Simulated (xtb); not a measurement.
Br$_{4}$Zr, singlet, geometry from GFN2-xTB (such geometries of metal compounds can be far from the true shape), atoms displaced at random by about 0.1 Å a coordinate; GFN1-xTB (xtb).

Input for xtb:
```
$ xtb mol.xyz --gfn 1 --opt --input xcontrol --json

# file mol.xyz
5

Zr     0.07261343    -0.15970840     0.13711276
Br     1.95069303    -0.52386584    -1.32651911
Br     0.72209215     0.08642827     2.38287666
Br    -1.08967288     2.12808032    -0.69219289
Br    -1.62779597    -1.94965779    -0.10854663

# file xcontrol
$opt
  engine=lbfgs
$end
```

It wrote (shortened):

```
   ID    Z sym.   atoms
    1   40 Zr     1
    2   35 Br     2-5

           -------------------------------------------------
          |                Calculation Setup                |
           -------------------------------------------------

           -------------------------------------------------
          |                 G F N 1 - x T B                 |
           -------------------------------------------------

          ...................................................
          :                      SETUP                      :
          :.................................................:
          :  # basis functions                  50          :
          :  # atomic orbitals                  45          :
          :  # shells                           15          :
          :  # electrons                        32          :
          :  # halogen bonds                     0          :
          :  max. iterations                   250          :
          :  Hamiltonian                  GFN1-xTB          :
          :  restarted?                      false          :
          :  GBSA solvation                  false          :
          :  PC potential                    false          :
          :  electronic temp.          300.0000000     K    :
          :  accuracy                    1.0000000          :
          :  -> integral cutoff          0.2500000E+02      :
          :  -> integral neglect         0.1000000E-07      :
          :  -> SCF convergence          0.1000000E-05 Eh   :
          :  -> wf. convergence          0.2000000E-04 e    :
          :  Broyden damping             0.4000000          :
          :  net charge                          0          :
          :  unpaired electrons                  0          :
          ...................................................

 iter      E             dE          RMSdq      gap      omega  full diag
   1    -16.6690298 -0.166690E+02  0.136E+01    1.03       0.0  T
   2    -16.8039687 -0.134939E+00  0.119E+01    2.98       1.0  T
   3    -17.0645455 -0.260577E+00  0.798E+00    2.51       1.0  T
   4    -21.6717931 -0.460725E+01  0.446E+01    0.12       1.0  T
   5    -17.1691922  0.450260E+01  0.247E+00    1.51       1.0  T
   6    -17.1688618  0.330434E-03  0.411E+00    2.29       1.0  T
   7    -17.1741177 -0.525597E-02  0.386E+00    2.16       1.0  T
   8    -17.1776499 -0.353218E-02  0.374E+00    2.22       1.0  T
   9    -17.1875066 -0.985665E-02  0.341E+00    2.20       1.0  T
  10    -17.1989342 -0.114276E-01  0.297E+00    2.18       1.0  T
  11    -17.2199034 -0.209693E-01  0.195E+00    2.13       1.0  T
  12    -17.2338266 -0.139231E-01  0.743E-01    2.07       1.0  T
  13    -17.2361397 -0.231310E-02  0.164E-01    2.05       1.0  T
  14    -17.2362659 -0.126279E-03  0.202E-02    2.04       2.2  T
  15    -17.2362681 -0.211779E-05  0.167E-02    2.04       2.7  T
  16    -17.2362692 -0.112797E-05  0.407E-03    2.05      11.0  T
  17    -17.2362692 -0.574335E-07  0.299E-03    2.04      15.0  T
  18    -17.2362693 -0.404394E-07  0.443E-04    2.05     101.1  T
  19    -17.2362693 -0.859316E-09  0.234E-04    2.05     190.7  T
  20    -17.2362693 -0.236906E-09  0.451E-05    2.05     992.5  T
  21    -17.2362693 -0.876099E-11  0.478E-06    2.05    9350.8  T

   *** convergence criteria satisfied after 21 iterations ***

         :::::::::::::::::::::::::::::::::::::::::::::::::::::
         ::                     SUMMARY                     ::
         :::::::::::::::::::::::::::::::::::::::::::::::::::::
         :: total energy             -17.124535579350 Eh    ::
         :: gradient norm              0.175640027954 Eh/a0 ::
         :: HOMO-LUMO gap              2.045427525914 eV    ::
         ::.................................................::
         :: SCC energy               -17.236269290196 Eh    ::
         :: -> electrostatic           0.063364074302 Eh    ::
[...]
 * total energy  :   -17.0737070 Eh     change        0.6902668E-01 Eh
 * total energy  :   -17.1467732 Eh     change       -0.7306624E-01 Eh
 * total energy  :   -17.1158339 Eh     change        0.3093929E-01 Eh
 * total energy  :   -17.1459584 Eh     change       -0.3012448E-01 Eh
 * total energy  :   -16.9836683 Eh     change        0.1622901E+00 Eh
 * total energy  :   -17.1490298 Eh     change       -0.1653615E+00 Eh
 * total energy  :   -17.1508482 Eh     change       -0.1818339E-02 Eh
 * total energy  :   -17.1536271 Eh     change       -0.2778896E-02 Eh
 * total energy  :   -17.1541448 Eh     change       -0.5177091E-03 Eh
 * total energy  :   -17.1542248 Eh     change       -0.8003526E-04 Eh
 * total energy  :   -17.1542422 Eh     change       -0.1742976E-04 Eh
 * total energy  :   -17.1542430 Eh     change       -0.8100036E-06 Eh
   *** GEOMETRY OPTIMIZATION CONVERGED AFTER 15 CYCLES ***
         :: total energy             -17.154243046813 Eh    ::
[...]
          |                Property Printout                |
           -------------------------------------------------

    * Orbital Energies and Occupations

         #    Occupation            Energy/Eh            Energy/eV
      -------------------------------------------------------------
         1        2.0000           -0.7037216             -19.1492
       ...           ...                  ...                  ...
         4        2.0000           -0.7009557             -19.0740
         5        2.0000           -0.4802410             -13.0680
         6        2.0000           -0.4505621             -12.2604
         7        2.0000           -0.4505538             -12.2602
         8        2.0000           -0.4505499             -12.2601
         9        2.0000           -0.4251280             -11.5683
        10        2.0000           -0.4251231             -11.5682
        11        2.0000           -0.4251111             -11.5679
        12        2.0000           -0.4244796             -11.5507
        13        2.0000           -0.4244719             -11.5505
        14        2.0000           -0.4180288             -11.3751
        15        2.0000           -0.4180159             -11.3748
        16        2.0000           -0.4180097             -11.3746 (HOMO)
        17                         -0.3323630              -9.0441 (LUMO)
        18                         -0.3323560              -9.0439
        19                         -0.3145650              -8.5598
        20                         -0.3145500              -8.5593
        21                         -0.3145243              -8.5586
        22                         -0.0939727              -2.5571
        23                         -0.0866649              -2.3583
        24                         -0.0866525              -2.3579
        25                         -0.0866328              -2.3574
        26                         -0.0729790              -1.9859
        27                         -0.0729725              -1.9857
       ...                                ...                  ...
        45                          0.6091132              16.5748
      -------------------------------------------------------------
                  HL-Gap            0.0856468 Eh            2.3306 eV
             Fermi-level           -0.3751863 Eh          -10.2093 eV

  Mulliken/CM5 charges         n(s)   n(p)   n(d)
     1Zr    0.92708  1.17213   0.576  1.403  1.094
     2Br   -0.23178 -0.29303   1.813  5.427 -0.008
     3Br   -0.23176 -0.29304   1.813  5.427 -0.008
     4Br   -0.23180 -0.29302   1.813  5.427 -0.008
     5Br   -0.23174 -0.29303   1.813  5.427 -0.008

Wiberg/Mayer (AO) data.
largest (>0.10) Wiberg bond orders for each atom

 ---------------------------------------------------------------------------
     #   Z sym  total        # sym  WBO       # sym  WBO       # sym  WBO
 ---------------------------------------------------------------------------
     1  40 Zr   4.909 --     5 Br   1.227     3 Br   1.227     2 Br   1.227
                             4 Br   1.227
     2  35 Br   1.299 --     1 Zr   1.227
     3  35 Br   1.299 --     1 Zr   1.227
     4  35 Br   1.299 --     1 Zr   1.227
     5  35 Br   1.299 --     1 Zr   1.227
 ---------------------------------------------------------------------------

Topologies differ in total number of bonds
Writing topology from bond orders to xtbtopo.mol

 dipole moment from electron density (au)
     X       Y       Z
   0.0020   0.0001   0.0006  total (Debye):    0.005

optimized geometry written to: xtbopt.xyz

           -------------------------------------------------
          | TOTAL ENERGY              -17.154243046813 Eh   |
          | GRADIENT NORM               0.000226108605 Eh/α |
          | HOMO-LUMO GAP               2.330566993874 eV   |
           -------------------------------------------------

normal termination of xtb
```
